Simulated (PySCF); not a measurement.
## Spin-rotation constants: SMILES C1C(C)=CC[P@H+]1P, [C5H11P2]+, charge +1

Geometry:
```json
{"atom": "C1", "x (Å)": "-2.571", "y (Å)": "0.101", "z (Å)": "0.074"}
{"atom": "C2", "x (Å)": "-1.126", "y (Å)": "-0.217", "z (Å)": "-0.061"}
{"atom": "C3", "x (Å)": "-0.605", "y (Å)": "-1.289", "z (Å)": "-0.642"}
{"atom": "C4", "x (Å)": "0.895", "y (Å)": "-1.442", "z (Å)": "-0.658"}
{"atom": "P5", "x (Å)": "1.465", "y (Å)": "0.216", "z (Å)": "-0.138"}
{"atom": "P6", "x (Å)": "2.000", "y (Å)": "1.419", "z (Å)": "-1.847"}
{"atom": "C7", "x (Å)": "-0.136", "y (Å)": "0.765", "z (Å)": "0.544"}
{"atom": "H8", "x (Å)": "-2.829", "y (Å)": "0.253", "z (Å)": "1.121"}
{"atom": "H9", "x (Å)": "-2.808", "y (Å)": "1.020", "z (Å)": "-0.461"}
{"atom": "H10", "x (Å)": "-3.182", "y (Å)": "-0.702", "z (Å)": "-0.326"}
{"atom": "H11", "x (Å)": "-1.199", "y (Å)": "-2.069", "z (Å)": "-1.085"}
{"atom": "H12", "x (Å)": "1.226", "y (Å)": "-2.215", "z (Å)": "0.043"}
{"atom": "H13", "x (Å)": "1.270", "y (Å)": "-1.706", "z (Å)": "-1.652"}
{"atom": "H14", "x (Å)": "2.376", "y (Å)": "0.077", "z (Å)": "0.900"}
{"atom": "H15", "x (Å)": "2.459", "y (Å)": "2.466", "z (Å)": "-1.036"}
{"atom": "H16", "x (Å)": "3.265", "y (Å)": "0.825", "z (Å)": "-1.952"}
{"atom": "H17", "x (Å)": "-0.362", "y (Å)": "1.797", "z (Å)": "0.262"}
{"atom": "H18", "x (Å)": "-0.146", "y (Å)": "0.706", "z (Å)": "1.637"}
```

Total charge +1.

Computed, not measured: GIAO B3LYP/pcSseg-1 magnetisability, rotational g tensor and spin-rotation constants, non-relativistic, gas phase (PySCF). Geometry: GFN2-xTB.

For an ion the centre-of-mass motion in the field is neglected.

(1) Give the nuclear spin-rotation constants along the inertial axes (H = +C I·J) beside the isotropic shieldings.

(2) How do the rotational constants and the g tensor change when H8, H9, H10, H11, H12, H13, H14, H15, H16, H17, H18 are replaced by deuterium?

Answers

(1) Rotational constants 3.1418, 1.1329, 1.0216 GHz. A star marks the isotopologue with that one atom substituted, in its own axes.
```tsv
atom	isotope	Caa (kHz)	Cbb (kHz)	Ccc (kHz)	mean (kHz)	σ (ppm)
P5	31P	4.622	1.758	1.740	2.707	318.3
P6	31P	2.981	1.176	1.164	1.774	535.5
H8	1H	-0.250	-0.136	-0.028	-0.138	29.7
H9	1H	-0.341	-0.016	-0.107	-0.155	29.7
H10	1H	-0.171	-0.105	-0.070	-0.116	29.1
H11	1H	-0.140	-0.094	-0.040	-0.091	25.9
H12	1H	-0.370	-0.025	-0.078	-0.157	28.0
H13	1H	-0.268	-0.117	-0.039	-0.141	28.6
H14	1H	-0.307	-0.112	0.013	-0.135	25.2
H15	1H	-0.325	-0.093	-0.053	-0.157	28.5
H16	1H	-0.169	-0.066	-0.128	-0.121	28.5
H17	1H	-0.363	0.017	-0.137	-0.161	29.0
H18	1H	-0.308	-0.144	0.004	-0.149	28.2
C1	13C*	0.427	0.179	0.157	0.254	160.9
C2	13C*	1.328	0.345	0.318	0.664	32.1
C3	13C*	1.254	0.290	0.283	0.609	54.9
C4	13C*	0.459	0.197	0.194	0.283	146.8
C7	13C*	0.480	0.211	0.189	0.293	144.1
```
For the geometry as given, no vibrational averaging.

(2) Constants 2.5387, 0.9794, 0.8772 GHz; g 0.0016, 0.0033, 0.0048, against 0.0024, 0.0040, 0.0051 before.
